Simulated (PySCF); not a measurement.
## KLi: one state, many levels of theory

State: ¹Σ⁺ (singlet), closed shell. Set-up: basis K x2c-SVPall, Li x2c-SVPall; spin-free X2C with a Gaussian nucleus; PySCF 2.14. De refers to K + Li in their ground configurations, without counterpoise correction. A positive dipole means K(−)Li(+).

```csv
Level,Re (Å),ωe (cm⁻¹),De (eV),μ (D),"CPU s a point (SCF and correlation, without the integrals)"
RHF-MP2,3.474,201,0.419,n/a,0.022
RHF-SCS-MP2,3.479,200,0.496,n/a,n/a
RHF-CCSD,3.445,200,0.65,n/a,n/a
RHF-CCSD(T),3.447,198,0.67,n/a,0.21
PBE,3.415,198,0.71,-2.52,0.3
PBEsol,3.413,199,0.72,-2.51,0.23
r²SCAN,3.472,198,0.58,-3.20,0.46
TPSSh,3.472,197,0.80,-3.63,0.5
PBE0,3.423,203,0.65,-3.08,0.45
r²SCAN0,3.449,203,0.58,-3.28,0.41
```

Question: Which functional lies closest to RHF-CCSD(T) in De, which farthest, and by how much do they differ from it?

Answer: Closest is PBE0 (-2.4 pm in Re, +2.5 % in ωe, -0.02 eV in De against RHF-CCSD(T) in the same basis), farthest TPSSh (+2.5 pm in Re, -0.5 % in ωe, +0.13 eV in De). CCSD(T) converges more slowly with the basis than the functionals do and binds too weakly in this one, so the order can change at the basis-set limit.

Question: What does a quarter of exact exchange do here, going from PBE to PBE0?

Answer: PBE0 less PBE: +0.8 pm in Re, +2.5 % in ωe, -0.06 eV in De. Exact exchange removes part of the self-interaction that spreads semilocal densities, and in most molecules shortens and stiffens the bond and lowers De; here Re goes the other way.

Question: What does a quarter of exact exchange do here, going from r²SCAN to r²SCAN0?

Answer: r²SCAN0 less r²SCAN: -2.3 pm in Re, +2.5 % in ωe, +0.00 eV in De. Exact exchange removes part of the self-interaction that spreads semilocal densities, and in most molecules shortens and stiffens the bond and lowers De; so it does here.

Correlated steps freeze 5 core orbitals. Closed-shell solutions of metal pairs were not tested for spin polarisation, which can lower them a little. Correlated levels converge slowly with the basis: in double zeta they bind strong bonds too weakly, by up to about 1 eV, and carry superposition errors of some tenths. Where the molecule has an RHF reference, its open-shell atoms are computed with UHF.

The whole job (state search and all levels along the bond) took about 0.71 min on 1 thread of Arm Neoverse V2 (shared host), peak memory 0.4 GiB.
